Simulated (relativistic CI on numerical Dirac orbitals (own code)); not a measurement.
Magnetism of Cr⁴⁺, 3d2, in a crystal field

Calculated by Dirac-Coulomb-Breit CI, KLI orbitals optimised for each configuration, model QED, valence Slater integrals scaled by 0.8, one configuration in a parametric crystal field (own radial code).

Field parameters in Wybourne normalisation: D3d B²₀ = −7Dσ, B⁴₀ = −14Dq − 21Dτ, B⁴₃ = −14√(10/7) Dq; D4h B²₀ = −7Ds, B⁴₀ = 21(Dq − Dt), B⁴₄ = 21√(5/14) Dq; Oh B⁴₀ = 21Dq, B⁴₄ = √(5/14) B⁴₀; Td as Oh with Dq negative (B⁴₀ = 21Dq, B⁴₄ = √(5/14) B⁴₀). The field is a parameter set, without covalency.

S is read from ⟨S²⟩ = S(S + 1).

Powder χT (cm³ K mol⁻¹) by Van Vleck's formula, with temperature-independent terms:

```csv
Field,2 K,5 K,10 K,20 K,50 K,100 K,200 K,300 K
"D3d, 10Dq = 9250, Dσ = -550, Dτ = 230 cm⁻¹",0.0199,0.0278,0.0409,0.0672,0.146,0.28,0.52,0.704
"D4h, 10Dq = 15400, Ds = 100, Dt = -410 cm⁻¹",0.0768,0.192,0.381,0.615,0.772,0.82,0.865,0.903
"D4h, 10Dq = 19700, Ds = 1020, Dt = 310 cm⁻¹",0.0415,0.104,0.209,0.397,0.609,0.692,0.772,0.837
"D4h, 10Dq = 26350, Ds = 900, Dt = 550 cm⁻¹",0.0222,0.0534,0.0898,0.138,0.234,0.348,0.554,0.723
"Oh, 10Dq = 21900 cm⁻¹",0.0237,0.0564,0.0884,0.121,0.194,0.31,0.531,0.712
"Oh, 10Dq = 31900 cm⁻¹",0.0388,0.0823,0.112,0.142,0.214,0.33,0.551,0.727
"Td, 10Dq = -6750 cm⁻¹",0.824,0.825,0.826,0.83,0.839,0.854,0.885,0.916
"Td, 10Dq = -15300 cm⁻¹",0.923,0.923,0.924,0.925,0.929,0.936,0.95,0.963
```

(1) For D4h, 10Dq = 26350, Ds = 900, Dt = 550 cm⁻¹: what effective moment follows at 300 K?

## Answers

(1) μ_eff = √(8χT) = 2.40 μB. The ground level has S = 1.00; the spin-only moment for S = 1 is 2.83 μB. The difference comes from the orbital moment, spin-orbit mixing of terms and temperature-independent paramagnetism, all larger in this ionic model than in covalent complexes. The ground level is a non-magnetic singlet, so χT starts at zero and rises through temperature-independent paramagnetism and the filling of excited levels.
